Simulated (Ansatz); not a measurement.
Geometry optimisation, RKS B3LYP/6-31G in Ansatz 0.2.0.

Input:

```yaml
crystal:
  periodic: [false, false, false]
  atoms:
    - { symbol: C, position_ang: [-2.0922, -0.8495, -0.069] }
    - { symbol: C, position_ang: [-0.8238, -0.9783, -0.2222] }
    - { symbol: Al, position_ang: [-0.1034, -1.3512, -2.0354] }
    - { symbol: C, position_ang: [0.1786, -0.8463, 0.957] }
    - { symbol: Si, position_ang: [0.483, 0.9327, 1.3238] }
    - { symbol: C, position_ang: [-1.12723, 1.82361, 1.6177] }
    - { symbol: H, position_ang: [-2.5444, -0.5824, 0.8954] }
    - { symbol: H, position_ang: [-2.7694, -0.8622, -0.9406] }
    - { symbol: H, position_ang: [-1.0383, -1.4422, -3.2419] }
    - { symbol: H, position_ang: [1.5094, -1.5136, -2.1804] }
    - { symbol: H, position_ang: [-0.3667, -1.324, 1.8779] }
    - { symbol: H, position_ang: [1.0796, -1.3761, 0.7749] }
    - { symbol: H, position_ang: [1.37385, 1.11287, 2.55534] }
    - { symbol: H, position_ang: [1.1859, 1.53281, 0.16323] }
    - { symbol: H, position_ang: [-1.59251, 1.40693, 2.52989] }
    - { symbol: H, position_ang: [-0.93375, 2.93545, 1.71871] }
    - { symbol: H, position_ang: [-1.806, 1.65687, 0.75241] }
basis:
  gaussian: { orbitals: "6-31G" }
hamiltonian:
  xc: b3lyp
relax:
  f_tol: 0.015
  max_steps: 40
```

Run as:

```bash
$ ansatz run input.yaml --threads 1 --pin off --max-ram 2048MiB --backend cpu --events-out ev --progress --plain --runs-dir out
```

Where does it end, and by what steps?

The run converged. Limits of this set-up: no polarisation functions. After 11 steps the energy has fallen by 0.593 eV; H7 moved furthest, 0.64 Å.

```csv
step,energy less start (eV),largest force component (eV/Å),accepted
0,0.0000,5.209,yes
1,-0.4103,1.588,yes
2,-0.5169,0.891,yes
3,-0.5480,0.786,yes
4,-0.5804,0.262,yes
5,-0.5846,0.073,yes
6,-0.5888,0.058,yes
7,-0.5906,0.036,yes
8,-0.5923,0.047,yes
9,-0.5928,0.033,yes
10,-0.5929,0.053,yes
11,-0.5931,0.010,yes
```

```xyz
17
Properties=species:S:1:pos:R:3
C -2.182 -1.180 -0.179
C -0.833 -1.075 -0.232
Al 0.004 -1.199 -2.018
C -0.009 -0.895 1.027
Si 0.496 0.960 1.279
C -1.016 2.053 1.711
H -2.732 -1.179 0.766
H -2.795 -1.275 -1.073
H -0.970 -1.211 -3.294
H 1.595 -1.349 -2.182
H -0.563 -1.219 1.921
H 0.918 -1.482 0.992
H 1.536 1.060 2.367
H 1.126 1.449 -0.003
H -1.428 1.777 2.689
H -0.733 3.110 1.745
H -1.802 1.929 0.960
```

Whether the end is a true minimum wasn't checked by a vibrational analysis.

Time of the run: 77 s on 1 CPU thread of a shared host.
